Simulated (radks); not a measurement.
Effect of the nuclear size on the magnesium ion Mg3+, [He] 2s2 2p5. Calculated with a radial shooting solver on a logarithmic mesh with Libxc functionals: Dirac Kohn-Sham, relativistic LDA (MacDonald-Vosko exchange, VWN5 correlation), spin-unpolarised, spherical densities, finite nucleus; open shells fill j = l - 1/2 first; Fermi nuclear charge, rms radius 3.057 fm. The rms radius is varied about that value; shifts are against it.

| rms radius (fm) | total energy shift (eV) | density at nucleus (e/bohr^3) | 1s1/2 shift (meV) |
|---|---|---|---|
| 2.574 | -0.000763 | 1151 | -0.316 |
| 2.8186 | -0.000392 | 1150 | -0.162 |
| 3.057 | 0 | 1149 | 0.000 |
| 3.2465 | 0.000334 | 1148 | 0.138 |
| 3.3841 | 0.000590 | 1148 | 0.244 |

Slopes of the eigenvalues against <r^2> in GHz/fm^2, as finite differences over the two radii next to the reference (eigenvalue slopes, not the field-shift constants of lines): 1s1/2 28.0.
